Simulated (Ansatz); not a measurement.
A run for Ansatz (an electronic-structure program): U-B3LYP/def2-TZVPP on HO2 (SMILES [O]O), 2S+1 = 2, atoms moved off the minimum.

Ansatz 0.2 input:
```yaml
crystal:
  periodic: [false, false, false]
  atoms:
    - {symbol: O, position_ang: [-0.52362791, 0.44588593, -0.02747691]}
    - {symbol: O, position_ang: [0.70597825, -0.24702730, -0.09807752]}
    - {symbol: H, position_ang: [-1.22297895, -0.28380066, 0.00175534]}
basis:
  gaussian:
    orbitals: def2-TZVPP
hamiltonian:
  xc: {name: B3LYP}
magnetization: {spin_polarized: true, initial_magnetization: 1}
output: {forces: true}
```

The log:

```
WARN ansatz: RAYON_NUM_THREADS=1 ignored (pool sized by the plan → 1); use --threads N
Functional definition: B3LYP
integrals: 0.01 GiB planned
361 factors; their error is unknown
mean field: 0.17 GiB planned
mean field evaluation 1: about -4106.9054 eV, gradient 1.9e1 eV
mean field evaluation 2: about -4106.7992 eV, gradient 2.0e1 eV
mean field evaluation 4: about -4108.1249 eV, gradient 1.8e0 eV
mean field evaluation 8: about -4108.1424 eV, gradient 2.0e-1 eV
mean field evaluation 16: about -4108.1425 eV, gradient 3.5e-5 eV
mean field -4108.14245331 eV, -150.9714505602 hartree, gradient 1.1e-5 eV, S^2 0.754107; 1 other end points of the search recorded, 0 dependent functions left out
the calculation of the forces begins
reference -4108.14260242 eV, -150.9714560399 hartree; 9, 8 occupied and 67, 68 virtual orbitals, 361 factors
Total energy: -4108.14260242 eV, -150.9714560399 hartree
Atom 0 at    -0.523628     0.445886    -0.027477 Å, force     1.305594    -2.293120    -0.090101 eV/Å
Atom 1 at     0.705978    -0.247027    -0.098078 Å, force    -2.545108     1.276741     0.144602 eV/Å
Atom 2 at    -1.222979    -0.283801     0.001755 Å, force     1.239514     1.016379    -0.054502 eV/Å
Dipole moment:    -0.418387    -0.185716     0.019926 e Å
```

Self-consistency was reached.

Cost: very roughly 1.0 core-seconds.
